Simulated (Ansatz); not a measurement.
## Sn2 substitution

Start structure (CH3Br2 (charge -1), singlet), relaxed at PBE0-D4/def2-TZVPD:

Br1  (-1.742, 1.202, 1.033)
C2  (-0.280, 0.193, 0.166)
Br3  (2.131, -1.470, -1.263)
H4  (0.656, 0.653, 0.458)
H5  (-0.428, 0.254, -0.905)
H6  (-0.337, -0.832, 0.511)
(Å)

The step: [CH₃Br ([CH3][Br]) + Br]⁻ → [CH₃Br ([CH3][Br]) + Br]⁻; bonds formed: C2–Br3; bonds broken: Br1–C2. Ansatz 0.2.0; basis: def2-TZVPPD and def2-QZVPPD; cores frozen in the correlated methods. Filled d shells of the heavier atoms are correlated. The def2 sets are not built for correlating such inner shells, so the correlated values are less sure here. Extrapolation: Hartree–Fock as exp(−7.88 √X), correlation as X^−2.97. Energies below are by CCSD(T) at an estimated basis limit (MP2 extrapolated from triple and quadruple zeta, plus CCSD(T) − MP2 in triple zeta).

Question: What are the electronic barrier and the energy of the step, from the start structure to the end structure? (To be estimated.)

Answer: By the calculation: Barrier 44.8 kJ/mol; step energy 0.0 kJ/mol (both ends alike: a degenerate step); reverse barrier, their difference, 44.8 kJ/mol. Barrier and step energy count from the start structure, the reverse barrier from the end structure.

The saddle point: One imaginary mode of 358i cm⁻¹.
```
  pair  start (Å)  saddle (Å)  end (Å)
C2–Br3       3.26        2.46     1.98
Br1–C2       1.98        2.45     3.26
```

Zero-point energy (harmonic, PBE0-D4): ZPE is 98.0 kJ/mol at the start and 96.0 kJ/mol at the saddle, so the barrier goes from 44.8 to 42.8 kJ/mol.

The T1 diagnostic stays at or below 0.014.

Labels in which every atom is bracketed show which atoms are joined, not bond orders.

For scale, one of the runs: CCSD(T)/def2-TZVPPD, 202 basis functions, launched by `ansatz run in.yaml --threads 4 --pin off --events-out ev --progress --plain --max-ram 9574MiB`. Time: 110 s of wall clock on 4 CPU threads of an Arm Neoverse V1; the host was shared. Peak host memory: 2.6 GiB.
